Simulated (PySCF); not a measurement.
Spectrum to structure. Method used: PySCF 2.14.0, density-fitted response routines, TDDFT PBE0/def2-SVPD, vertical, gas phase, core orbitals frozen in the response. Geometries: PBE0-D3(BJ)/def2-SVP, one conformer each.

| state | E (eV) | f | main configurations (H = HOMO, L = LUMO) |
| --- | --- | --- | --- |
| S1 | 5.33 | 0.141 | H→L (85%) |
| S2 | 6.06 | 0.0034 | H-1→L (66%), H-2→L (24%) |
| S3 | 6.32 | 0.033 | H-2→L (64%), H-1→L (22%) |
| S4 | 6.67 | 0.023 | H-3→L (46%), H→L+1 (42%), H-1→L (9%) |
| S5 | 6.93 | 0.121 | H→L+1 (40%), H-3→L (40%) |
| S6 | 7.09 | 0.0073 | H→L+2 (57%), H-4→L (35%) |
| S7 | 7.12 | 0.022 | H-4→L (58%), H→L+2 (30%) |
| S8 | 7.22 | 0.061 | H-5→L (85%) |
| S9 | 7.43 | 0.039 | H→L+3 (84%) |
| S10 | 7.70 | 0.012 | H→L+4 (75%), H→L+5 (11%) |

**Question.** Which structure fits? All have the formula C7H12BF.
A. `F[C@@H]1CBC[C@H]1CC=C`
B. `C=C[C@@H]1BC[C@@H](F)[C@@H]1C`
C. `C=C1C[C@@H](B(C)C)[C@@H]1F`
D. `C/C(=C\F)[C@@H]1BCCC1`
E. `C/C(=C/F)[C@H]1BCCC1`

**Answer.** B. Its S1 lies at 5.33 eV; the nearest of the others has S1 at 5.59 eV. S1 is HOMO→LUMO (85%). Löwdin shares by element: HOMO carbon 67% or more, boron 13% (atoms not listed hold the other 20%); LUMO carbon 47% or more, boron 26% (atoms not listed hold the other 27%). At the same level the other candidates give, for their lowest levels:
- `C/C(=C\F)[C@@H]1BCCC1`: 4.57 eV (f 0.002); 6.06 eV (f 0.003); 6.19 eV (f 0.010); 6.27 eV (f 0.004); 6.67 eV (f 0.018); T1 4.14 eV; HOMO -6.70, LUMO -0.92 eV
- `C=C1C[C@@H](B(C)C)[C@@H]1F`: 5.80 eV (f 0.001); 6.07 eV (f 0.000); 6.36 eV (f 0.002); 6.64 eV (f 0.303); 6.80 eV (f 0.027); T1 4.15 eV; HOMO -7.37, LUMO -0.53 eV
- `C/C(=C/F)[C@H]1BCCC1`: 4.65 eV (f 0.001); 6.09 eV (f 0.003); 6.25 eV (f 0.010); 6.32 eV (f 0.004); 6.76 eV (f 0.007); T1 4.18 eV; HOMO -6.70, LUMO -0.82 eV
- `C=CC[C@@H]1CBC[C@H]1F`: 5.59 eV (f 0.000); 5.95 eV (f 0.000); 6.03 eV (f 0.002); 6.65 eV (f 0.006); 7.06 eV (f 0.146); T1 4.32 eV; HOMO -7.45, LUMO -1.07 eV
Triplets come from the Tamm–Dancoff approximation.
